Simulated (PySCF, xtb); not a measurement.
1-chlorobutane (C4H9Cl), SMILES CCCCCl. Other conformers were not sampled.

Harmonic wavenumbers (cm⁻¹) from GFN2-xTB in xtb at its own minimum, in rising order: 78, 111, 229, 250, 293, 467, 666, 786, 846, 908, 952, 1049, 1082, 1096, 1125, 1189, 1228, 1264, 1279, 1302, 1368, 1417, 1439, 1474, 1493, 1504, 1506, 2960, 2973, 2977, 2983, 2992, 2996, 3031, 3037, 3044.

Problem. What does PBE-D3(BJ)/def2-SVP (PySCF 2.14.0) give at its own minimum? (Estimate from the structure and the level; the computed values follow.)

Solution. 87, 130, 237, 254, 297, 467, 651, 735, 801, 855, 911, 998, 1049, 1056, 1093, 1173, 1208, 1252, 1268, 1287, 1346, 1357, 1396, 1409, 1418, 1421, 1432, 2951, 2962, 2965, 2999, 3008, 3021, 3049, 3060, 3073. Paired by order, the mean absolute difference is 29 cm⁻¹ and the zero-point energies are 76.3 and 75.3 kcal/mol.
